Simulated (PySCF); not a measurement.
MoH6, SMILES [MoH6], multiplicity 1.

Coordinates come from a PBE0-D3(BJ)/def2-TZVPD optimisation. The multiplicity is an assumed one; other spin states were not compared. The def2 effective core potentials stand for the cores of Mo; spin–orbit coupling is left out.

The numbers are results of B3LYP/def2-TZVPD (PySCF), not measurements.

Symmetry labels are those of the subgroup D2h that the program uses (full group Oh).

Computed valence orbital energies around the gap with their symmetry:
```
orbital  symmetry  energy (eV)
-------  --------  -----------
HOMO−7        B2u       -49.53
HOMO−6        B3u       -49.53
HOMO−5         Ag       -13.18
HOMO−4         Ag       -13.18
HOMO−3         Ag       -12.22
HOMO−2        B1u        -8.63
HOMO−1        B2u        -8.63
HOMO          B3u        -8.63
LUMO          B1g        -8.20
LUMO+1        B2g        -8.20
LUMO+2        B3g        -8.20
LUMO+3         Ag        -1.66
```
